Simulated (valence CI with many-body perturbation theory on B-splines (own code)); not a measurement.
## Which ion has this spectrum?

A relativistic CI+MBPT calculation for an atom or ion with 40 electrons gives these levels (eV):

```csv
J,Parity,E,g
0,even,0.000,
1,even,8.054,1.50
2,even,11.832,1.32
4,even,12.310,1.11
3,even,13.247,1.22
0,even,19.363,
4,even,20.245,1.16
2,even,20.476,1.11
3,even,20.886,1.09
5,even,22.456,1.08
1,even,23.296,1.17
6,even,23.601,1.09
4,even,24.963,1.03
3,even,25.089,1.12
```

The energies are calculated, and their last digits are not significant.

Which is it?
A. Yb30+
B. Er28+
C. Ho27+
D. Dy26+

B. Er28+, ground level (4d3/2^4) J=0.
